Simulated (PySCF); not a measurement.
Computed shifts of a molecule C2H6BFO2, PySCF with PBE0/pcSseg-1, GIAO, gas phase, equivalent atoms averaged, in ppm (number of nuclei): ¹³C: 86.0 (1), 21.0 (1). ¹⁹F: -244.0 (1). ¹H: 5.72 (1), 4.49 (1), 3.61 (1), 1.60 (3). References: ¹³C against TMS (σ = 186.3 ppm); ¹⁹F against CFCl3 (σ = 167.2 ppm); ¹¹B against BF3 (σ = 88.8 ppm); ¹⁷O against H2O (σ = 334.2 ppm); ¹H against TMS (σ = 31.56 ppm), references at their B3LYP-D3(BJ)/def2-TZVP geometries, non-relativistic. Coordinates come from a B3LYP-D3(BJ)/def2-SVP optimisation. One conformer was computed; it need not be the lowest.

Task: Which molecule gave these data?
(A) C[C@@H](O)B(O)F
(B) COB(F)OC
(C) C[C@@H](F)B(O)O
(D) OCB(O)CF

Result: C, C[C@@H](F)B(O)O
